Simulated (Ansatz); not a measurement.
Geometry optimisation, Ansatz 0.2.0, RHF/def2-SVP.

input.yaml

```yaml
crystal:
  periodic: [false, false, false]
  atoms:
    - { symbol: Ti, position_ang: [-0.387732, 0.199837, -0.506374] }
    - { symbol: Cl, position_ang: [-0.479169, -1.080503, 2.828909] }
    - { symbol: F, position_ang: [1.239413, 0.421866, 0.07052] }
    - { symbol: F, position_ang: [-0.783496, 1.049281, -1.968336] }
    - { symbol: "N", position_ang: [-0.896257, -1.549177, -0.658731] }
    - { symbol: H, position_ang: [-0.613813, -2.271658, -0.01767] }
    - { symbol: H, position_ang: [-1.519174, -1.912145, -1.360406] }
    - { symbol: H, position_ang: [-1.408013, 0.837035, 0.685111] }
    - { symbol: H, position_ang: [-1.191858, -0.109734, 2.279378] }
basis:
  gaussian: { orbitals: def2-SVP }
hamiltonian:
  xc: hf
relax:
  f_tol: 0.03
  max_steps: 50
output:
  orbitals: {}
```

Command:

```bash
$ ansatz run input.yaml --threads 2 --pin off --max-ram 3072MiB --backend cpu --events-out ev --progress --plain --runs-dir out
```

Problem. Where does it end, and by what steps?

Solution. The forces met the threshold. The force dipped under the threshold on the way, but the program's further checks kept it going. After 17 steps the energy has fallen by 0.137 eV; H9 moved furthest, 0.89 Å.

| step | energy less start (eV) | largest force component (eV/Å) | accepted |
| --- | --- | --- | --- |
| 0 | 0.0000 | 1.127 | yes |
| 1 | -0.0904 | 0.489 | yes |
| 2 | -0.1076 | 0.608 | yes |
| 3 | -0.1269 | 0.268 | yes |
| 4 | -0.1244 | 0.242 | no |
| 5 | -0.1300 | 0.038 | yes |
| 6 | -0.1326 | 0.081 | yes |
| 7 | -0.1323 | 0.243 | no |
| 8 | -0.1342 | 0.059 | yes |
| 9 | -0.1352 | 0.045 | yes |
| 10 | -0.1358 | 0.080 | yes |
| 11 | -0.1361 | 0.065 | yes |
| 12 | -0.1364 | 0.066 | yes |
| 13 | -0.1365 | 0.044 | yes |
| 14 | -0.1366 | 0.016 | yes |
| 15 | -0.1367 | 0.011 | yes |
| 16 | -0.1367 | 0.045 | yes |
| 17 | -0.1368 | 0.005 | yes |

```xyz
9
Properties=species:S:1:pos:R:3
Ti -0.336 0.338 -0.796
Cl -0.470 -1.504 3.100
F 1.283 0.611 -0.210
F -0.715 0.894 -2.403
N -0.891 -1.390 -0.544
H -0.565 -1.978 0.205
H -1.580 -1.869 -1.099
H -1.321 1.203 0.224
H -1.447 -0.720 2.875
```

Whether the end is a true minimum wasn't checked by a vibrational analysis.

Time of the run: 48 s on 2 threads of AMD EPYC 7R43 64-Core Processor (Zen 3), on a shared host, peak memory 0.27 GiB.
